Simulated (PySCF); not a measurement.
# Adding and removing an electron: PbS

RHF; basis Pb def2-SVP with ECP60, S def2-SVP; scalar-relativistic core potentials; PySCF 2.14. Neutral (RHF): singlet (closed shell), Re = 2.284 Å, ωe = 484 cm⁻¹, De = 1.90 eV, HOMO -9.04 eV, LUMO 0.33 eV.

PbS⁺ (UHF): doublet (π ↑), Re = 2.488 Å, ωe = 359 cm⁻¹. The energies at the minima are -589.26961 hartree for PbS and -589.00432 for PbS⁺.

**Question.** Work out the adiabatic ionisation energy, without and with harmonic zero-point energies (1 hartree = 27.2114 eV, 1 eV = 8065.5 cm⁻¹), and the change of the bond length.

**Answer.** At HF: 0.26529 hartree = 7.219 eV between the minima; the zero-point term (359.0 − 484.0)/2 cm⁻¹ = -0.008 eV makes it 7.211 eV. Re changes by +20.4 pm against the neutral. Minus the HOMO energy is 9.04 eV, +1.82 eV from the value between the minima; Hartree–Fock orbital energies leave out relaxation and correlation. The electron leaves a π orbital; in so polar a molecule the change of length follows mostly from the change of the ionic charges.

These are scalar-relativistic numbers at best; spin–orbit coupling would shift them, the dissociation energy most. Where the molecule has an RHF reference, its open-shell atoms are computed with UHF. Hartree–Fock leaves out correlation, which carries a large part of most bond energies and some tenths to 1 eV of ionisation energies. States were picked by a PBE0 search and need not be the measured ground states.

Neutral and ion stand on different kinds of reference determinant, which adds to the error of the difference.
